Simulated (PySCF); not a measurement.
```xyz
19

C     -0.7057     2.5073    -0.3979
O     -1.2427     1.2183    -0.5438
C     -0.4926     0.1582    -0.1970
C     -1.0309    -1.1124    -0.2785
Si    -2.7620    -1.5097    -0.8339
S      0.1128    -2.3295     0.2076
C      1.3225    -1.1472     0.5278
C      2.6675    -1.1952     0.9903
C      3.2032     0.0594     1.0724
S      2.1053     1.3098     0.5970
C      0.8602     0.1446     0.2667
H     -0.4419     2.7216     0.6517
H     -1.4847     3.2111    -0.7168
H      0.1833     2.6521    -1.0354
H     -3.7779    -0.8601     0.0480
H     -2.9325    -2.9927    -0.7611
H     -3.0013    -1.0616    -2.2389
H      3.2090    -2.1052     1.2482
H      4.2084     0.3311     1.3937
```

Charge 0, multiplicity 1.

Problem. Give the Mulliken and meta-Löwdin atomic charges from PBE-D3(BJ)/def2-TZVP // PBE0-D3(BJ)/def2-SVP in PySCF.

Solution. 
```csv
atom,Mulliken (e),meta-Löwdin (e)
C1,-0.25,-0.14
O2,-0.20,-0.29
C3,0.14,0.18
C4,-0.08,-0.41
Si5,0.12,0.43
S6,-0.01,0.29
C7,0.01,-0.13
C8,-0.18,-0.15
C9,-0.14,-0.26
S10,0.00,0.27
C11,0.00,-0.19
H12,0.13,0.11
H13,0.15,0.14
H14,0.13,0.11
H15,-0.02,-0.08
H16,-0.03,-0.08
H17,-0.02,-0.08
H18,0.12,0.14
H19,0.14,0.15
```
